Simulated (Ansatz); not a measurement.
`B[SiH]([SiH3])[SiH3]` + `C[CH2][InH][OH]` → `C[CH2][InH][O][SiH3]` + `B[SiH2][SiH3]`  (cleavage of the Si–Si bond)

Calculated with Ansatz (gas phase, PBE0-D4/def2-TZVP geometries, no zero-point term in ΔE). CCSD(T)/CBS adds triple-zeta CCSD(T) − MP2 to the extrapolated MP2 energy (def2 sets, frozen cores). Functionals use def2-TZVPP. HSE06 is defined as in plane-wave codes. Elements past krypton have def2 core potentials. For In outer-core shells are correlated without core-valence functions, which leaves a few kJ/mol of doubt a bond. Each species was taken in one conformer, which may not be the lowest.

CCSD(T)/CBS gives -98.8 kJ/mol.

Q: Another level gave -80.6 kJ/mol. Which?
A. LDA (SPW92)/def2-TZVPP
B. CAM-B3LYP-D4/def2-TZVPP
C. HSE06-D4/def2-TZVPP
D. HF/def2-TZVPP

A: C. HSE06-D4 -80.6, HF/def2-TZVPP -128.8, LDA (SPW92) -76.1, CAM-B3LYP-D4 -106.9 kJ/mol.

Largest T1 diagnostic among the species: 0.015.

From PBE to PBE0 (25 % exact exchange), in def2-TZVPP and without D4, ΔE moves by −10.4 kJ/mol. In def2-TZVPP, CCSD(T) changes the Hartree–Fock value by +28.9 kJ/mol (the triples alone add +4.5 kJ/mol) and MP2 by +24.5 kJ/mol. Leaving LDA and LC-ωPBE aside and taking each functional with its dispersion term where it has one, the values, not all of them listed here, spread over 41.3 kJ/mol, from BHLYP-D4 to PBE-D4. LDA lies −6.0 kJ/mol from PBE without D4.

CCSD(T)/CBS has its own doubt, a few kJ/mol and more with outer-core shells, so smaller differences from it don't rank the levels.
